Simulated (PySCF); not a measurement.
Task: What does the PBE0-D3(BJ)/def2-SVP structure of InChI=1S/C2H8BFO/c1-5(2)3-4/h3H2,1-2H3 look like in three dimensions?

Result: 
```xyz
13
C2H8BFO angstrom
C     -0.784   -1.059   -0.319
O     -0.121   -0.078    0.472
C     -0.771    1.189    0.475
B      1.526    0.007    0.195
F      1.598    0.468   -1.104
H     -1.818   -1.170    0.040
H     -0.773   -0.766   -1.380
H     -0.231   -1.995   -0.187
H     -1.798    1.065    0.848
H     -0.196    1.834    1.148
H     -0.776    1.619   -0.538
H      1.856   -1.159    0.343
H      1.873    0.813    1.044
```

Orientation and origin are arbitrary. Atoms count from 1 in this order. O2 (oxygen bonded to B and 2 C) is pyramidal (angles 113.9°, 113.7° and 113.7°, sum 341.3°, 0.38 Å off the plane of its three neighbours). Of the pairs four or more bonds apart, H8···H12 is among the closest relative to their van der Waals radii: 2.31 Å, 96 % of the sum of Bondi's values. B4 (four-coordinate boron) is distorted tetrahedral (angles from 101.4° to 118.0°).

Bonds between heavy atoms (Å): C1–O2 1.424, O2–C3 1.423, O2–B4 1.672, B4–F5 1.380.

Theory: PBE0-D3(BJ)/def2-SVP geometry optimisation, gas phase in PySCF.

Point group: Cs (every atom within 0.08 Å of its image). No frequency check. One conformer, not necessarily the lowest (C1–O2–B4–F5 66°).
